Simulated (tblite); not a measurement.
Species: C₇H₁₀NOP.
Structure used (GFN2-xTB), in Å, numbered top down from 1:
```xyz
20
C7H10NOP angstrom
C     -2.044    1.070   -0.829
C     -1.916   -0.336   -0.300
C     -1.534   -0.513    1.207
P     -0.356   -1.250    0.017
N      0.094   -2.715   -0.270
C      1.067   -0.198   -0.134
C      2.318   -0.523   -0.582
C      3.076    0.665   -0.495
C      2.233    1.615   -0.003
O      1.014    1.103    0.221
H     -2.946    1.534   -0.429
H     -1.188    1.671   -0.532
H     -2.108    1.071   -1.916
H     -2.738   -0.982   -0.609
H     -1.271    0.402    1.720
H     -2.177   -1.155    1.798
H     -0.641   -3.407   -0.237
H      2.629   -1.489   -0.918
H      4.106    0.796   -0.760
H      2.377    2.653    0.225
```

Calculated harmonic vibrations of the isolated species, GFN2-xTB (tblite), most abundant isotopes, no scaling. This tight-binding method is rough: wavenumbers can miss measured ones by several per cent, in bad cases by 10 to 20. One conformer, not necessarily the lowest.

Harmonic wavenumbers (cm⁻¹): 46.7, 98.4, 109.2, 174.3, 185.3, 191.4, 248.4, 277.0, 318.7, 361.6, 382.7, 440.4, 583.9, 604.7, 652.0, 662.4, 714.1, 769.9, 826.0, 851.9, 856.4, 876.5, 898.0, 909.5, 937.6, 978.8, 1010.4, 1024.7, 1083.1, 1096.9, 1112.0, 1120.2, 1162.1, 1191.0, 1207.8, 1227.4, 1292.4, 1365.0, 1389.5, 1408.9, 1435.8, 1489.6, 1491.1, 1550.0, 2965.8, 2994.0, 3022.7, 3030.8, 3049.1, 3062.3, 3161.9, 3185.1, 3201.9, 3413.0.

A = 1907, B = 971.4, C = 726.3 MHz; mass 155.050 u (most abundant isotopes); point group C1, symmetry number 1.

**Question.** What is the zero-point energy?

**Answer.** Half the sum of the wavenumbers: 33850 cm⁻¹ = 404.94 kJ/mol.

**Question.** What is S at 298.15 K and 1 bar for an ideal gas of classical rigid rotors and harmonic oscillators?

**Answer.** Translation 171.76, rotation 124.93, vibration 126.52: S = 423.2 J/(mol K).

**Question.** And Cp and H(298.15 K) − H(0)?

**Answer.** Cp = 175.53 J/(mol K), of which vibrations give 142.27 (their classical limit is 54 R = 449.0); H(298.15 K) − H(0) = 30.57 kJ/mol without the zero-point energy, 20.65 from vibrations.

**Question.** Blend soft modes into free rotors: weight 1/[1 + (100 cm⁻¹/ν̃)⁴] for the oscillator and the rest for a rotor with moment μB/(μ + B), μ = h/(8π²ν), B = 10⁻⁴⁴ kg m². What vibrational entropy results?

**Answer.** 119.00 J/(mol K) in place of 126.52, which changes −T·S at 298.15 K by +2.24 kJ/mol.

**Question.** What must be added to the electronic energy to get the Gibbs energy at 298.15 K and 1 bar?

**Answer.** ZPE + [H(298.15 K) − H(0)] − T·S = 404.94 + 30.57 − 126.18 = 309.33 kJ/mol.

Hindered rotation and anharmonicity are outside this model. Other conformers, if any are populated, would add a mixing term that is left out. The structure is chiral; the term R ln 2 for an equal mix with its mirror image is left out.
